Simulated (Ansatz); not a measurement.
Born–Oppenheimer molecular dynamics of H$_{8}$NPSi$_{2}$ (12 atoms, charge 0, multiplicity 1). It starts at the highest image of a converged band. Of that band: Neighbouring images differ by up to 1.9 eV, so the band resolves the path poorly. A vibrational analysis at the climbing image gives one clearly imaginary mode, 1361i cm⁻¹: a first-order saddle point.

The calculation used RKS BLYP/cc-pVDZ (Ansatz).

```yaml
ensemble: NVE (velocity Verlet)
time_step: 0.5 fs
steps_asked: 200
starting_velocities_drawn_for: 300 K
seed: 3556
```

First frame:

```xyz
12
Properties=species:S:1:pos:R:3
Si -0.680 2.516 0.079
N -0.705 0.508 0.244
Si 0.667 -0.617 -0.037
P -0.094 -2.799 0.098
H -0.765 3.022 1.513
H 0.766 2.732 -0.326
H -1.451 1.287 -0.662
H -1.428 0.206 0.913
H 1.743 -0.439 1.010
H 1.235 -0.251 -1.379
H 1.231 -3.341 -0.116
H -0.442 -2.878 -1.304
```

Task: How far do the bonds stretch over the last three quarters of this one trajectory? (Pairs bonded in most of those frames.)

Result: 
| bond | mean (Å) | spread (Å) | shortest | longest |
| --- | --- | --- | --- | --- |
| Si1–N2 | 1.801 | 0.075 | 1.67 | 1.92 |
| Si1–H5 | 1.552 | 0.075 | 1.39 | 1.70 |
| Si1–H6 | 1.543 | 0.053 | 1.44 | 1.62 |
| Si1–H7 | 1.600 | 0.152 | 1.34 | 1.89 |
| N2–Si3 | 1.785 | 0.071 | 1.64 | 1.89 |
| N2–H8 | 1.029 | 0.009 | 1.01 | 1.05 |
| Si3–P4 | 2.312 | 0.045 | 2.25 | 2.38 |
| Si3–H9 | 1.525 | 0.057 | 1.43 | 1.61 |
| Si3–H10 | 1.512 | 0.032 | 1.46 | 1.57 |
| P4–H11 | 1.459 | 0.058 | 1.37 | 1.54 |
| P4–H12 | 1.448 | 0.024 | 1.41 | 1.48 |

Mean temperature of the second half: 1177 K. The conserved energy stayed within 0.3 meV per atom of its start (net change 0.026 meV per atom), so the integration is sound. The system heated up, since it started high on the potential surface and ran downhill. A run of 0.1 ps of so small a system gives no equilibrium averages. The orbitals stay closed-shell, which can raise the energy where a bond breaks towards radicals; this wasn't checked here.

The run took 7.6 min on 2 threads of Arm Neoverse V1, with other jobs on the host, peak memory 0.16 GiB.
